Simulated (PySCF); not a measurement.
Input for PySCF: D3(BJ) and D4 dispersion corrections on CH5N (SMILES CN).

```python
from pyscf import gto
from pyscf.dispersion import dftd3, dftd4

mol = gto.M(
    atom='''
    C    -0.16183850    0.74581251    3.36498978
    N     0.07303548   -0.68857416    3.20940084
    H     0.22557977    1.07124101    4.33177886
    H    -1.23650981    0.93543199    3.36761168
    H     0.28933845    1.37897300    2.58881868
    H     1.06508181   -0.89276420    3.21696124
    H    -0.28608244   -1.01388700    2.32028111
    ''',
    basis='def2-svp',
    charge=0, spin=0, verbose=0, max_memory=1800)
d3, d4 = {}, {}
for xc in ['hf', 'pbe', 'blyp', 'revpbe', 'tpss', 'r2scan', 'b3lyp', 'pbe0', 'bhlyp', 'camb3lyp', 'b2plyp']:
    d3[xc] = float(dftd3.DFTD3Dispersion(mol, xc=xc, version='d3bj', atm=False).get_dispersion()['energy'])
    print(f'D3(BJ) {xc:10s} {d3[xc]:14.8f} Eh')
for xc in ['hf', 'pbe', 'blyp', 'revpbe', 'tpss', 'r2scan', 'b3lyp', 'pbe0', 'bhlyp', 'camb3lyp', 'b2plyp']:
    d4[xc] = float(dftd4.DFTD4Dispersion(mol, xc={'camb3lyp': 'cam-b3lyp'}.get(xc, xc), atm=True).get_dispersion()['energy'])
    print(f'D4     {xc:10s} {d4[xc]:14.8f} Eh')
```

Output:

```
D3(BJ) hf            -0.02633566 Eh
D3(BJ) pbe           -0.00266491 Eh
D3(BJ) blyp          -0.00541729 Eh
D3(BJ) revpbe        -0.00748769 Eh
D3(BJ) tpss          -0.00318634 Eh
D3(BJ) r2scan        -0.00065918 Eh
D3(BJ) b3lyp         -0.00434815 Eh
D3(BJ) pbe0          -0.00212130 Eh
D3(BJ) bhlyp         -0.00317352 Eh
D3(BJ) camb3lyp      -0.00169441 Eh
D3(BJ) b2plyp        -0.00183665 Eh
D4     hf            -0.00949260 Eh
D4     pbe           -0.00208599 Eh
D4     blyp          -0.00494059 Eh
D4     revpbe        -0.00888838 Eh
D4     tpss          -0.00284303 Eh
D4     r2scan        -0.00049676 Eh
D4     b3lyp         -0.00333084 Eh
D4     pbe0          -0.00168985 Eh
D4     bhlyp         -0.00208341 Eh
D4     camb3lyp      -0.00163799 Eh
D4     b2plyp        -0.00143364 Eh
```

The run finished.

Cost: very roughly 0.05 core-seconds.
